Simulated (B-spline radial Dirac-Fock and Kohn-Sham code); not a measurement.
# EELS cross sections of the Rh M3 edge

System: the free rhodium atom, 1s2 2s2 2p6 3s2 3p6 3d10 4s2 4p6 4d8 5s1. Model: the first Born approximation with generalised oscillator strengths from a Dirac-Hartree-Slater potential (longitudinal and transverse terms; continuum final states only, so no white lines or fine structure). Program: a radial B-spline solver. The edge is taken at 496.5 eV (tabulated value).

Partial cross sections σ(β, Δ) in barn, integrated over a window Δ above the edge and up to the collection semi-angle β, for parallel illumination:

```
E₀ (kV)  β (mrad)  Δ = 25 eV  Δ = 50 eV  Δ = 100 eV  Δ = 200 eV  Δ = 300 eV
     60         5        167        333         602         960        1170
     60        10        366        742        1380        2270        2820
     60       100        975       2190        4650        8600       11400
     80        10        366        747        1390        2320        2910
     80       100        819       1830        3890        7200        9620
    100        10        361        738        1380        2320        2930
    100        20        521       1090        2120        3650        4670
    120         5        210        423         779        1280        1590
    120        20        492       1040        2020        3490        4490
    120        50        615       1360        2820        5120        6730
    120       100          ?          ?           ?           ?           ?
    200         5        226        458         853        1420        1800
    200       100        500       1110        2330        4300        5760
    300       100        426        941        1970        3620        4850
```

Q: Give the row for 120 kV and 100 mrad.

A: 648 b for 25 eV, 1440 b for 50 eV, 3050 b for 100 eV, 5650 b for 200 eV, 7560 b for 300 eV.

Values without a named source are computed, but for edge energies of neutral atoms, which are taken from tables.
